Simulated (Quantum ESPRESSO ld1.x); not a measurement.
Task: Coherent X-ray form factor from a spherical all-electron density. Method: scalar-relativistic Kohn-Sham, LDA (Slater exchange, VWN5 correlation), spin-polarised, spherical densities, point nucleus; computed with ld1.x of Quantum ESPRESSO 7.5.

sin(theta)/lambda (1/angstrom),f0 (electrons)
0.05,61.371
0.1,59.587
0.15,56.923
0.2,53.732
0.25,50.351
0.3,47.033
0.4,41.094
0.5,36.223
0.6,32.194
0.8,25.861
1,21.363
1.25,17.753
1.5,15.422
2,11.838

The species is in the configuration that NIST lists as its ground one. Which atom or ion scatters so?

Result: The terbium ion Tb3+, [Xe] 4f8. Extrapolating in s^2 from the first two rows gives f0(0) = 62.0, near the electron count 62; among species with that count, the fall with angle is slower the higher Z, and the table is that of Z = 65; from so few rows the species is fixed only to a neighbour or two.
